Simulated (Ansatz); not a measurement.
`[SiH3]C/C=C/Cl` → 3 C• + Cl• + 7 H• + Si•  (atomization)

Calculated with Ansatz (gas phase, PBE0-D4/def2-TZVP geometries, no zero-point term in ΔE). CBS: MP2 limit from def2 TZ/QZ plus the TZ coupled-cluster correction, frozen cores. This one scheme is used for every species, atoms too. Functionals use def2-TZVPP. B3LYP here is the variant with VWN-RPA as its local correlation; programs differ in this. No spin–orbit coupling; open shells (•) take unrestricted orbitals. Spin–orbit coupling would lower the free atoms: a little for C, Cl, Si. Each species was taken in one conformer, which may not be the lowest.

`[SiH3]C/C=C/Cl`:

```xyz
12

Si    0.046    0.918    1.558
C     0.015   -0.669    0.532
C    -0.473   -0.415   -0.851
C     0.303   -0.442   -1.923
Cl   -0.269   -0.098   -3.511
H    -1.300    1.550    1.546
H     1.031    1.869    0.982
H     0.422    0.611    2.964
H    -0.635   -1.386    1.044
H     1.023   -1.094    0.524
H    -1.524   -0.164   -0.973
H     1.359   -0.681   -1.891
```

```tsv
level	ΔE (kJ/mol)	difference from CCSD(T)/CBS
PBE-D4	4467.2	80.1
ωB97X-V	4401.5	14.4
PBE	4441.2	54.1
r2SCAN	4398.0	10.9
B3LYP	4346.8	-40.3
MP2/def2-TZVPP	4333.5	-53.6
CCSD/def2-TZVPP	4220.3	-166.8
MP2/def2-QZVPP	4395.0	7.9
SCS-MP2/def2-QZVPP	4389.1	2.0
HF/CBS(def2)	3287.2	-1099.9
CCSD(T)/CBS	4387.1	0
```

Largest T1 diagnostic among the species: 0.012.

In def2-TZVPP, CCSD(T) changes the Hartree–Fock value by +1001.3 kJ/mol (the triples alone add +62.5 kJ/mol) and MP2 by +1052.0 kJ/mol; breaking electron pairs costs correlation energy, which Hartree–Fock lacks. The D4 term adds +41.7 kJ/mol with B3LYP and +22.0 kJ/mol with PBE0; it sums over pairs of atoms, weighted by their polarisabilities, and B3LYP, whose exchange is more repulsive, gets the larger term.

For atomizations the MP2-based limit and the directly extrapolated one differ by several kJ/mol either way, and by 10 to 25 for some Ge, Se and Sn compounds, so smaller differences from it don't rank the levels.
